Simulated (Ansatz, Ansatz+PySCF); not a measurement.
| atom | x (Å) | y (Å) | z (Å) |
| --- | --- | --- | --- |
| N | 0.0000 | 0.0000 | 0.3648 |
| H | 2.8075 | 0.0000 | -0.8511 |
| H | -1.4038 | 2.4314 | -0.8511 |
| H | -1.4038 | -2.4314 | -0.8511 |

Basis set: 6-31G* (spherical functions). Frozen core: 1 orbital. Charge 0, multiplicity 1.

Computed with Ansatz (development build ahead of 0.2.0); each method stands on the lowest determinant of its kind that the runs found. Restricted open shells among the atoms or ions are ROHF, correlated in semicanonical orbitals with singles.

Problem. Give the atomization energy at this shape (free ground-state atoms in the same class of orbitals less the molecule, no zero-point energy) of singlet NH₃ in separate pieces by UHF-CCSDT(Q), UHF-CCSD(T), UHF-MP2, UHF, RHF-MP2, RHF.

Solution.

```
      method  atomization energy
UHF-CCSDT(Q)          3.0 kJ/mol
 UHF-CCSD(T)          1.8 kJ/mol
     UHF-MP2          1.5 kJ/mol
         UHF          0.7 kJ/mol
     RHF-MP2       -694.5 kJ/mol
         RHF      -1478.9 kJ/mol
```

Caution for UHF-CCSDT(Q), UHF-CCSD(T), UHF-MP2: a plain start can end on a higher determinant; bonds are stretched, where a single reference can fail. Caution for UHF-CCSDT(Q), UHF-CCSD(T), UHF-MP2, UHF: the unrestricted determinant is a mixture of spin states. Caution for RHF-MP2, RHF: an unrestricted determinant lies well below; the determinant breaks the point group; the molecule lies well above its atoms at this level. Caution for RHF-MP2: another reference gives a lower total; large amplitudes, a single reference is doubtful.
